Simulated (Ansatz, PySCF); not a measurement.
Species: sum formula HSO$_{3}$ (charge +1, singlet). It need not be the lowest isomer of its formula. 
Geometry from a B3LYP-D3(BJ)/def2-TZVP (Ansatz, a program for electronic structure) optimisation:
```xyz
5

O     -0.6492    -1.2417    -0.0064
S      0.0694     0.1013     0.0010
O     -0.7450     1.2460    -0.0356
O      1.4597    -0.0583     0.0445
H     -1.6353    -1.1897    -0.0366
```
Charge +1, spin multiplicity 1.

Wanted: vertical ionisation energy (to the doublet state of charge +2; each state is the SCF solution reached for its spin; the UHF <S^2> is 0.92 for the doublet (pure: 0.75); for the doublet the Hartree-Fock reference is unstable and T1 is 0.043), in eV. Cores are frozen in the correlated levels unless marked. Open shells are spin-unrestricted. Spin-orbit coupling is left out. Non-relativistic. Basis-set limits of correlation are two-point, X^-3; Hartree-Fock from the larger set.

```csv
level,program,vertical ionisation energy (eV)
HF/aug-cc-pV(T+d)Z,Ansatz,19.83
PBE/def2-TZVPD,Ansatz,20.41
B3LYP/def2-TZVPD,Ansatz,20.83
CAM-B3LYP/def2-TZVPD,Ansatz,21.05
RI-MP2/aug-cc-pV(T+d)Z,Ansatz,22.74
"RI-MP2/CBS(aug-cc-pV(T+d)Z,aug-cc-pV(Q+d)Z)",Ansatz,22.91
```

For comparison, minus the highest occupied orbital energy (PySCF): 19.88 eV at M06-2X/def2-TZVPD, 17.13 eV at TPSSh/def2-TZVPD, 22.58 eV at HF/def2-TZVPD.
